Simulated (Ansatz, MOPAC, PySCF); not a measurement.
Pair of molecules: C2H4 (SMILES C=C) (first 6 atoms) with CH5N (SMILES CN); geometry from B3LYP-D3(BJ)/def2-TZVP, rigid monomers moved along the line of their centres of mass till H5···N8 is 2.23 Å.
(charge 0, multiplicity 1):
```xyz
13

C     -0.6430     0.2606     0.0678
C      0.5421    -0.1998     0.4439
H     -0.9135     0.3668    -0.9764
H     -1.3948     0.5514     0.7920
H      0.8122    -0.3058     1.4893
H      1.2868    -0.4881    -0.2898
C     -0.6292     0.3227     3.7053
N      0.7245    -0.2326     3.7208
H     -1.2940    -0.3707     3.1881
H     -0.6268     1.2542     3.1375
H     -1.0576     0.5293     4.6949
H      0.7493    -1.1082     4.2292
H      1.3677     0.3981     4.1837
```

Counterpoise-corrected where a basis set is named; no monomer relaxation. Rows marked so take none.

Rows in 6-31G*, STO-3G carry no dispersion term and start afresh at each structure (6-31G* with six Cartesian d functions). The state that PM3 reach isn't checked.

Codes used: Ansatz (a quantum-chemistry and plane-wave program) with Gaussian orbitals; MOPAC for PM3 (differences of heats of formation); PySCF for 6-31G* rows, STO-3G rows, the dispersion terms. Values without a source in brackets are computed.

Q: One of these levels gives 0.54 kcal/mol for the interaction energy. Which one is it?
(A) HF/STO-3G (no counterpoise)
(B) B3LYP-D3(BJ)/def2-TZVPPD
(C) PM3
(D) BP86/6-31G* (no counterpoise)

A: C, PM3. The others give 0.05 (HF/STO-3G (no counterpoise)), -0.55 (BP86/6-31G* (no counterpoise)), -1.43 (B3LYP-D3(BJ)/def2-TZVPPD)
